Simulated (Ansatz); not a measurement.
Problem. Predict a relaxed structure of `SCCCCc1ccc(/N=N/c2ccccc2)cc1`, charge 0, singlet, at PBE-D4/def2-SVP (Ansatz).

Solution. 
Cartesian coordinates in Å:
```
S -4.0721 -1.2210 -4.5326
C -2.6866 -2.3568 -4.1348
C -1.3718 -1.6582 -3.7916
C -0.2625 -2.6417 -3.4048
C 1.0829 -1.9652 -3.0661
C 1.0191 -1.0847 -1.8408
C 0.8700 0.3130 -1.9470
C 0.7636 1.1129 -0.8040
C 0.8079 0.5302 0.4794
N 0.6968 1.4196 1.5686
N 0.7753 0.8798 2.7131
C 0.6542 1.7704 3.8030
C 0.7825 1.1934 5.0851
C 0.6783 1.9923 6.2307
C 0.4424 3.3714 6.1024
C 0.3113 3.9502 4.8238
C 0.4161 3.1604 3.6768
C 0.9583 -0.8721 0.5999
C 1.0599 -1.6581 -0.5465
H -3.5073 -0.6873 -5.6531
H -2.5550 -3.0833 -4.9643
H -3.0572 -2.9380 -3.2639
H -1.5511 -0.9338 -2.9691
H -1.0409 -1.0513 -4.6649
H -0.5930 -3.2480 -2.5319
H -0.0978 -3.3638 -4.2347
H 1.8473 -2.7556 -2.9101
H 1.4191 -1.3659 -3.9389
H 0.8391 0.7780 -2.9449
H 0.6470 2.2048 -0.8693
H 0.9653 0.1097 5.1444
H 0.7800 1.5393 7.2292
H 0.3583 4.0014 7.0012
H 0.1240 5.0317 4.7295
H 0.3197 3.5797 2.6648
H 0.9953 -1.3040 1.6100
H 1.1811 -2.7496 -0.4487
```
 This is one stationary point.
